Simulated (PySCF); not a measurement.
**Ionising KSe**

UHF-CCSD(T); basis K def2-SVP, Se def2-SVP; no relativity; PySCF 2.14. Neutral (UHF): doublet (π ↑), Re = 3.006 Å, ωe = 192 cm⁻¹, De = 1.99 eV.

KSe⁺ (UHF): triplet (π ↑↑), Re = 3.565 Å, ωe = 88.7 cm⁻¹, De = 0.40 eV to K⁺ + Se. The energies at the minima are -2998.93090 hartree for KSe and -2998.72133 for KSe⁺.

Q: Work out the adiabatic ionisation energy, without and with harmonic zero-point energies (1 hartree = 27.2114 eV, 1 eV = 8065.5 cm⁻¹), and the change of the bond length.

A: At UHF-CCSD(T): 0.20957 hartree = 5.703 eV between the minima; the zero-point term (88.7 − 192.0)/2 cm⁻¹ = -0.006 eV makes it 5.696 eV. Re changes by +55.9 pm against the neutral. The electron leaves a π orbital, and the ion is left as a loose complex of an ion and an atom.

Correlated steps freeze 14 core orbitals. Weak bonds: KSe⁺. Basis-set superposition, not corrected here, can be much of De in a small basis, most of all at correlated wavefunction levels. Spin–orbit coupling is left out. For an ion De counts to the pair picked by the measured ionisation energies or electron affinities, which need not be the lowest pair at this level. States were picked by a PBE0 search and need not be the measured ground states.
